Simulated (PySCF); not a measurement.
Geometries of 2 isomers of C3H5B, from PBE0-D3(BJ)/def2-SVP geometry optimisation, gas phase (PySCF). One conformer each, no zero-point energy, no frequencies.

Problem. Which isomer lies lower at this level?
A.
```xyz
9
angstrom
B      1.695    0.179    0.089
C      0.185    0.138    0.030
C     -1.036    0.607    0.104
C     -0.993   -0.860    0.054
H      2.336    0.836   -0.697
H      2.266   -0.485    0.924
H     -1.653    1.471    0.344
H     -1.198   -1.387   -0.889
H     -1.207   -1.461    0.953
```
B.
```xyz
9
angstrom
B      2.346   -0.074    0.076
C      0.846   -0.059    0.020
C     -0.377   -0.049   -0.027
C     -1.824   -0.033   -0.077
H      2.977   -0.786   -0.670
H      2.935    0.626    0.866
H     -2.240   -0.422    0.866
H     -2.197    0.997   -0.196
H     -2.217   -0.644   -0.904
```

Solution. B. That is `BC#CC`, 21.8 kcal/mol below the other.

| SMILES | atoms numbered as above | E (Eh) | relative (kcal/mol) | relative (kJ/mol) | dipole (D) |
| --- | --- | --- | --- | --- | --- |
| BC#CC | [BH2:1][C:2]#[C:3][CH3:4] | -141.81592 | 0.0 | 0.0 | 2.30 |
| BC1=CC1 | [BH2:1][C:2]1=[CH:3][CH2:4]1 | -141.78122 | 21.8 | 91.1 | 0.88 |

As drawn, the lower has a C≡C bond, which the higher lacks; the higher has a three-membered ring and a C=C bond outside aromatic rings, which the lower lacks.
